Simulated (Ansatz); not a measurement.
Consider the ligand exchange at the Si–C bond: `N=C([SiH3])BO` + `[OH][Ge][Cl]` → `[SiH3][O][Ge][Cl]` + `N=CBO`.

Program: Ansatz. Geometries: PBE0-D4/def2-TZVP. ΔE: electronic, gas phase. CCSD(T)/CBS adds triple-zeta CCSD(T) − MP2 to the extrapolated MP2 energy (def2 sets, frozen cores). Functionals use def2-TZVPP. B3LYP here is the variant with VWN-RPA as its local correlation; programs differ in this. HSE06 is defined as in plane-wave codes. For Ge outer-core shells are correlated without core-valence functions, which leaves a few kJ/mol of doubt a bond. Scalar relativity is left out up to krypton. Each species was taken in one conformer, which may not be the lowest.

```
             level  ΔE (kJ/mol)  difference from CCSD(T)/CBS
           BLYP-D4       -112.0                          6.9
         r2SCAN-D4       -114.0                          4.9
            B97M-V       -116.7                          2.2
        r2SCANh-D4       -115.8                          3.1
          BHLYP-D4       -128.4                         -9.5
           ωB97M-V       -117.0                          1.9
            B2PLYP       -120.2                         -1.3
              PBE0       -108.8                         10.1
             B3LYP       -116.9                          2.0
             HSE06       -108.5                         10.4
       HF/def2-SVP       -134.6                        -15.7
     CCSD/def2-SVP       -123.4                         -4.5
  CCSD(T)/def2-SVP       -121.1                         -2.2
CCSD(T)/def2-TZVPP       -118.7                          0.2
      HF/CBS(def2)       -136.8                        -17.9
     MP2/CBS(def2)       -122.0                         -3.1
       CCSD(T)/CBS       -118.9                            0
```

Question: What do rigid-rotor, harmonic-oscillator terms from PBE0-D4/def2-TZVP frequencies (298.15 K, 1 bar) make of the CCSD(T)/CBS value? (Best estimate.)

Answer: The calculation gave: ΔZPE = +3.4 kJ/mol, ΔH = -115.9 kJ/mol, ΔS = -2 J/(mol·K), ΔG = -115.3 kJ/mol.

Largest T1 diagnostic among the species: 0.014.

From PBE to PBE0 (25 % exact exchange), in def2-TZVPP and without D4, ΔE moves by −7.8 kJ/mol. Leaving LDA and LC-ωPBE aside and taking each functional with its dispersion term where it has one, the values, not all of them listed here, spread over 28.2 kJ/mol, from BHLYP-D4 to revPBE-D4. LDA lies −4.3 kJ/mol from PBE without D4.
